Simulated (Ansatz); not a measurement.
Consider the isomerisation: `OP[SiH2][SiH3]` → `O[SiH2]P[SiH3]`.

Isolated molecules relaxed with PBE0-D4/def2-TZVP in Ansatz; ΔE leaves out vibrations. CBS: MP2 limit from def2 TZ/QZ plus the TZ coupled-cluster correction, frozen cores. Functionals use def2-TZVPP. B3LYP here is the variant with VWN-RPA as its local correlation; programs differ in this. One conformer a species, not always the lowest.

`OP[SiH2][SiH3]`:

Z-matrix (Å, degrees):
```
Si
P 1 2.261
Si 1 2.342 2 107.5
H 1 1.489 2 112.1 3 -121.5
H 1 1.489 2 108.5 3 118.6
O 2 1.665 1 100.3 3 165.6
H 2 1.426 1 92.5 3 65.7
H 3 1.488 1 110.2 2 -60.2
H 3 1.487 1 110.3 2 59.7
H 3 1.487 1 110.3 2 179.9
H 6 0.960 2 109.1 1 140.7
```

`O[SiH2]P[SiH3]`:

```xyz
11

O     1.875   -0.592    0.111
Si    1.153    0.673    0.883
P    -0.887    1.258    0.146
Si   -1.545   -0.804   -0.472
H     2.004   -0.525   -0.837
H     1.990    1.902    0.807
H     1.011    0.231    2.289
H    -0.449    1.654   -1.147
H    -0.659   -1.434   -1.486
H    -1.578   -1.651    0.747
H    -2.915   -0.714   -1.041
```

**Question.** Is it downhill or uphill in electronic energy at CCSD(T)/CBS, and by how much? (Best estimate.)

**Answer.** Ansatz gave: Downhill: ΔE = -142.2 kJ/mol.

**Question.** What do these levels give: PBE-D4, PBE0-D4, B3LYP-D4, ωB97X-V, ωB97M-V, PBE, B3LYP, HF/def2-TZVPP, MP2/def2-TZVPP, HF/CBS(def2), MP2/CBS(def2), CCSD/CBS(def2)? (An estimate is asked.)

**Answer.** Computed: PBE-D4 -126.7, PBE0-D4 -133.7, B3LYP-D4 -134.5, ωB97X-V -135.5, ωB97M-V -140.6, PBE -124.3, B3LYP -130.6, HF/def2-TZVPP -141.3, MP2/def2-TZVPP -154.1, HF/CBS(def2) -140.9, MP2/CBS(def2) -154.4, CCSD/CBS(def2) -141.8 kJ/mol.

Largest T1 diagnostic among the species: 0.014.

The D4 term adds −3.9 kJ/mol with B3LYP and −2.0 kJ/mol with PBE0; it sums over pairs of atoms, weighted by their polarisabilities, and B3LYP, whose exchange is more repulsive, gets the larger term. From PBE to PBE0 (25 % exact exchange), in def2-TZVPP and without D4, ΔE moves by −7.4 kJ/mol.
